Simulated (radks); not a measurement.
Values are calculated unless marked as measured or tabulated.
Tm II, configuration [Kr] 4d10 4f13 5s2 5p5.5 6s1 5d0.5 (fractional occupations, a model configuration).

Code: a radial shooting solver on a logarithmic mesh with Libxc functionals. Model: scalar-relativistic Kohn-Sham, PBE, spin-polarised, spherical densities, finite nucleus; open shells are filled with parallel spins first (spin-orbit coupling, left out, can overturn this in heavy ions); Fermi nuclear charge, rms radius 5.2256 fm.

Energy parts (hartree):
part                       energy
total                 -13565.2962
kinetic                14741.2829
electron-nucleus      -33318.9857
Hartree                 5297.3221
exchange-correlation    -284.9154

Orbitals (lengths in bohr, moments of r in powers of bohr; <r^-3> diverges for s and p1/2):
orbital  occ.  eigenvalue (hartree)  <r^-3>
1s up       1             -2178.645       -
1s down     1             -2178.644       -
2s up       1             -367.8405       -
2s down     1             -367.8388       -
2p up       3             -324.8603   15130
2p down     3             -324.8584   15130
3s up       1             -82.90820       -
3s down     1             -82.89171       -
3p up       3             -69.88861    3280
3p down     3             -69.87195    3281
3d up       5             -53.80232   433.2
3d down     5             -53.78919   433.4
4s up       1             -16.58852       -
4s down     1             -16.55415       -
4p up       3             -12.31046   741.5
4p down     3             -12.27653   741.2
4d up       5              -6.62644   82.29
4d down     5              -6.59226   82.27
4f up       7              -0.43367   11.46
4f down     6              -0.39701   11.49
5s up       1              -2.28258       -
5s down     1              -2.24381       -
5p up       3              -1.30347   91.24
5p down   2.5              -1.26362   91.48
5d up     0.5              -0.28585   3.180
5d down     0              -0.24081   3.260
6s up       1              -0.36948       -
6s down     0              -0.32151       -

The highest occupied level is 5d up at -7.778 eV. The configuration is held as typed, so some empty levels lie below it. Summed over all electrons, <r^2> = 53.08 bohr^2, which gives a Langevin (diamagnetic) susceptibility term of -42 x 10^-6 cm^3/mol.
